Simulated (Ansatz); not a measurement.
The first iterations of a band of H4Si + H8HfN4 (18 atoms, charge 0, multiplicity 1).

Computed with RKS PBE/def2-SVP in Ansatz 0.2.0.

* movable images: 1
* climbing image: no
* spring: 5.0 eV/Å²
* optimiser: quadratic models (default)
* start path: through a guess of the saddle point
* force threshold: 0.05 eV/Å
* iteration limit: 60
* end points: relaxed

Image 0:

```xyz
18
Properties=species:S:1:pos:R:3
Hf 0.370 -0.188 0.049
N 0.716 -0.138 2.075
H -0.038 -0.158 2.774
H 1.607 -0.047 2.575
N 2.128 0.232 -0.933
H 2.835 -0.470 -1.183
H 2.416 1.127 -1.344
N -1.032 1.258 -0.428
H -1.729 1.249 -1.182
H -1.116 2.163 0.052
N -0.249 -2.063 -0.542
H -0.510 -2.867 0.040
H -0.338 -2.350 -1.525
Si -3.762 0.463 1.391
H -3.974 0.002 -0.023
H -5.016 0.177 2.176
H -3.506 1.943 1.437
H -2.627 -0.290 2.031
```

Image 2:

```xyz
18
Properties=species:S:1:pos:R:3
Hf -0.487 -0.110 -0.127
N -0.107 1.262 1.917
H -0.018 0.685 2.766
H 0.706 1.895 1.894
N 1.377 -0.775 0.475
H 1.884 -1.508 -0.036
H 1.975 -0.465 1.249
N -0.620 1.619 -1.233
H -1.528 1.891 -1.639
H 0.081 2.289 -1.569
N -0.977 -1.617 -1.433
H -1.048 -2.611 -1.176
H -1.319 -1.530 -2.398
Si -2.789 -0.618 1.414
H -4.086 -0.288 0.687
H -2.984 -2.065 1.837
H -2.946 0.141 2.734
H -0.938 1.850 2.077
```

| iteration | highest image above the first end (eV) | largest band force component (eV/Å) |
| --- | --- | --- |
| 1 | 6.002 | 3.607 |
| 2 | 4.212 | 2.583 |
| 3 | 3.057 | 1.743 |
| 4 | 2.173 | 0.887 |
| 5 | 1.634 | 0.604 |
| 6 | 1.379 | 0.664 |
| 7 | 1.234 | 0.587 |
| 8 | 1.127 | 0.597 |

Problem. Does the band converge within its limit, and where does its top end?

Solution. It converged. It ended after 26 iterations with the highest image 0.353 eV above the first end. No image climbed, so the highest image needn't sit at the top of the path. A band with more images between the same ends climbed to 1.04 eV, so this one has probably stepped over the top. So few images can step over the top or miss a turn of the path. The orbitals stay closed-shell, which can raise the energy where a bond breaks towards radicals; this wasn't checked here.

The run took 34 s on 4 threads of AMD EPYC 9R45 96-Core Processor (Zen 5), on a shared host, peak memory 0.27 GiB.
